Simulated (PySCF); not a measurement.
Compound: cis-Hf(PH3)2Br4 (singlet state).
Geometry (PBE0-D3(BJ)/def2-SVP, Å), atoms numbered from 1 in this order:
```
atom  x, y, z in Å
Hf1   -1.0400    0.1186   -0.7738
P2    -0.7243   -0.6617    1.9198
H3    -1.3695    0.1140    2.9141
H4     0.5940   -0.6260    2.4439
H5    -1.0902   -1.9650    2.3396
Br6   -1.0247    0.9573   -3.1417
P7     1.7564    0.4976   -1.1222
H8     2.6742    0.0245   -0.1475
H9     2.2604    1.8149   -1.2671
H10    2.3394   -0.1066   -2.2637
Br11  -3.4852   -0.2504   -0.3566
Br12  -0.6702    2.3243    0.4808
Br13  -0.1899   -2.2938   -1.0036
```

Method used: PySCF, TDDFT B3LYP/def2-SVPD, vertical, gas phase, core orbitals frozen in the response, def2 core potentials past Kr. Spin–orbit coupling is left out. The geometry optimisation had not met its thresholds, so the values belong to a structure short of the stationary point.

Ground-to-excited transition dipoles (e·a0, same axes as the geometry; the sign carries no meaning), for the states with f of 0.002 or more among the lowest 10:

```
state  E (hartree)      μx      μy      μz
   S1       0.1489  -0.136   0.000  -0.056
   S2       0.1515  -0.198  -0.098   0.313
   S6       0.1645  -0.063   0.255   0.147
   S7       0.1651  -0.151  -0.184   0.147
   S9       0.1737   0.235   0.134  -0.267
  S10       0.1747   0.248  -0.018   0.201
```

(1) Work out the oscillator strengths.

(2) What angle do the transition dipoles of S9 and S10 make?

(3) What peak molar absorption coefficient would the strongest computed level give as a lone Gaussian band 0.4 eV wide at half height?

Answers

(1) f = (2/3) ΔE |μ|² with ΔE in hartree (27.2114 eV).

```csv
state,|μ|² (au),|μ| (D),f
S1,0.022,0.37,0.002
S2,0.147,0.97,0.015
S6,0.091,0.76,0.010
S7,0.079,0.71,0.009
S9,0.145,0.97,0.017
S10,0.102,0.81,0.012
```

(2) |cos θ| = |μa·μb| / (|μa| |μb|) = 0.02, so θ ≈ 89° (taken between 0 and 90°, since the signs are arbitrary).

(3) ε(max) = 2.175×10⁸ f / FWHM, with the width in cm⁻¹. S9: 2.175×10⁸ × 0.0168 / 3226 ≈ 1100 L mol⁻¹ cm⁻¹.

All these states lie below the vertical ionisation energy of 9.22 eV (ΔSCF).
